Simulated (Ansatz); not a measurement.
Several settings on one geometry of Si₂₁H₃₀ (that of the charge 0 singlet, r2SCAN-D4/def2-SVP). Ansatz on 2 threads of AMD EPYC 7R13 on a shared host and a share (18 GiB) of an NVIDIA H100 80GB HBM3; times are rough.

```xyz
51

Si    1.3423   -4.0623   -1.5999
Si   -1.8031    1.6038   -3.4585
Si    0.9892   -0.8236   -3.6468
Si   -1.2029   -1.4552   -0.7349
Si   -1.1463    2.1126    0.8732
Si    0.4773   -1.4550    0.9919
Si    0.6335    2.0606   -0.7412
Si   -1.8052   -0.8031    3.7620
Si    1.0150    1.6290    3.7732
Si    3.5201   -0.9946   -1.0124
Si   -2.6240    0.0988   -1.8414
Si   -2.5762    0.6138    2.0448
Si   -0.1742   -2.5513   -2.5577
Si   -0.5687   -2.5510    2.7850
Si    2.2699   -2.6835    0.0565
Si   -0.5055    0.3893   -4.9869
Si   -0.4025    3.2308   -2.5007
Si    1.9758    0.5165   -1.9695
Si   -0.1871    3.3099    2.6566
Si    1.8218    0.1261    2.1498
Si   -0.4174    0.4325    5.1960
H     2.3585   -4.5735   -2.5728
H     0.6205   -5.2224   -0.9854
H    -3.0109    2.2075   -4.1138
H     2.1311   -1.3720   -4.4527
H    -2.2024   -2.4218   -0.1582
H    -2.1522    3.0019    0.1930
H     1.6757    2.9467   -0.1184
H    -3.0284   -1.2947    4.4799
H     2.2121    2.1592    4.5065
H     4.2768   -1.5548   -2.1806
H     4.5055   -0.3460   -0.0939
H    -3.4562   -0.8970   -2.6015
H    -3.5559    0.8362   -0.9361
H    -3.4396   -0.2104    1.1464
H    -3.4715    1.6322    2.6942
H    -1.1979   -3.1764   -3.4574
H    -1.4537   -3.6694    2.3333
H     0.4441   -3.0867    3.7505
H     3.0592   -3.4014    1.1083
H    -1.3458   -0.5448   -5.8028
H     0.2293    1.3111   -5.9107
H     0.5944    3.7012   -3.5158
H    -1.1822    4.4079   -2.0052
H     2.7908    1.5462   -2.7071
H     0.7231    4.3971    2.1795
H    -1.2348    3.9033    3.5480
H     2.6936    0.8842    1.1998
H     2.7223   -0.8405    2.8687
H    -1.2249    1.3660    6.0444
H     0.3655   -0.4771    6.0921
```

Totals from different functionals, basis sets or treatments of relativity can't be compared as stabilities.

Correlated methods freeze 105 core orbitals.

(1) Give the basis size and estimate the energy, ⟨S²⟩, dipole and time of these runs.

```csv
run,method,charge,state,further keys
1,UKS ωPBEh/STO-3G,0,singlet,forces asked
2,"RHF, rpa/def2-mTZVP",0,singlet,fitting: {mean_field: def2-universal-jkfit}; scf: {omitted_lower_state_checks: [starts]}
3,RKS PBE0/cc-pVDZ,0,singlet,"fitting: {mean_field: def2-universal-jkfit}; final_grid: {core_spheres: 5, valence_spheres: 4, degree: 11}; scf: {omitted_lower_state_checks: [starts]}; forces asked"
```

Results:

(1) 
```tsv
run	functions	energy (Eh)	⟨S²⟩	dipole (D)	wall time
1	219	-6025.2006	0.00	0.55	9.1 s
2	552	-6087.2613	–	–	5.5 s
3	528	-6095.0201	–	0.40	8.5 s
```
